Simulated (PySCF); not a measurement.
**Diatomics of O with the lanthanides**

PBE0 with double-zeta basis sets in PySCF, for the lowest determinant that a PBE0 search found; no spin–orbit coupling. De refers to high-spin ground-configuration atoms. A positive dipole means M(−)O(+).

```json
{"M": "La", "basis": "x2c-SVPall", "state (unpaired electrons)": "doublet (σ ↑)", "Re (Å)": "1.833", "ωe (cm⁻¹)": "861", "De (eV)": "7.96", "μ (D)": "-3.35"}
{"M": "Ce", "basis": "x2c-SVPall", "state (unpaired electrons)": "triplet (f population 1.4)", "Re (Å)": "1.785", "ωe (cm⁻¹)": "888", "De (eV)": "8.53", "μ (D)": "-2.98"}
{"M": "Nd", "basis": "x2c-SVPall", "state (unpaired electrons)": "quintet (f population 3.3)", "Re (Å)": "1.781", "ωe (cm⁻¹)": "879", "De (eV)": "6.63", "μ (D)": "-3.17"}
{"M": "Pm", "basis": "x2c-SVPall", "state (unpaired electrons)": "sextet (f population 4.3)", "Re (Å)": "1.780", "ωe (cm⁻¹)": "851", "De (eV)": "6.24", "μ (D)": "-3.34"}
{"M": "Sm", "basis": "x2c-SVPall", "state (unpaired electrons)": "septet (f population 5.6)", "Re (Å)": "1.811", "ωe (cm⁻¹)": "761", "De (eV)": "5.39", "μ (D)": "-4.27"}
{"M": "Gd", "basis": "x2c-SVPall", "state (unpaired electrons)": "nonet (f population 7.2)", "Re (Å)": "1.788", "ωe (cm⁻¹)": "872", "De (eV)": "7.46", "μ (D)": "-4.28"}
{"M": "Tb", "basis": "x2c-SVPall", "state (unpaired electrons)": "octet (f population 8.2)", "Re (Å)": "1.779", "ωe (cm⁻¹)": "875", "De (eV)": "7.02", "μ (D)": "-4.39"}
{"M": "Dy", "basis": "x2c-SVPall", "state (unpaired electrons)": "septet (f population 9.1)", "Re (Å)": "1.785", "ωe (cm⁻¹)": "869", "De (eV)": "5.86", "μ (D)": "-4.56"}
{"M": "Er", "basis": "x2c-SVPall", "state (unpaired electrons)": "quintet (f population 11.1)", "Re (Å)": "1.783", "ωe (cm⁻¹)": "873", "De (eV)": "5.43", "μ (D)": "-4.87"}
```

The shortest bond is that of TbO (1.779 Å), the longest that of LaO (1.833 Å).

The state changes along the series, so neighbouring rows are not always alike in their bonding.

Spin–orbit coupling is left out, which matters for elements this heavy, above all for dissociation energies. With d or f electrons several states lie close, and the lowest PBE0 determinant need not be the measured ground state.
